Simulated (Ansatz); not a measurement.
Program: Ansatz. Geometries: PBE0-D4/def2-TZVP. ΔE: electronic, gas phase. CCSD(T)/CBS adds triple-zeta CCSD(T) − MP2 to the extrapolated MP2 energy (def2 sets, frozen cores). Elements past krypton have def2 core potentials. For Ge, Se, Zr outer-core shells are correlated without core-valence functions, which leaves a few kJ/mol of doubt a bond. Scalar relativity is left out up to krypton. Each species was taken in one conformer, which may not be the lowest.

`[OH][Zr]([F])([SH])[Cl]` + `[F][Ge]([F])([Cl])[SeH]` → `[OH][Zr]([F])([Cl])[SeH]` + `[F][Ge]([F])([SH])[Cl]`  (redistribution)

```tsv
species	CCSD(T)/def2-TZVPP energy (Eh)
`[OH][Zr]([F])([SH])[Cl]`	-1080.71797
`[F][Ge]([F])([Cl])[SeH]`	-5135.69537
`[OH][Zr]([F])([Cl])[SeH]`	-3083.10511
`[F][Ge]([F])([SH])[Cl]`	-3133.30775
```

(1) Work out ΔE.

Largest T1 diagnostic among the species: 0.017.

## Answers

(1) ΔE = (-3083.10511) + (-3133.30775) − (-1080.71797) − (-5135.69537) = 0.00048 Eh = +1.3 kJ/mol. CCSD(T)/CBS gives +2.1 kJ/mol.
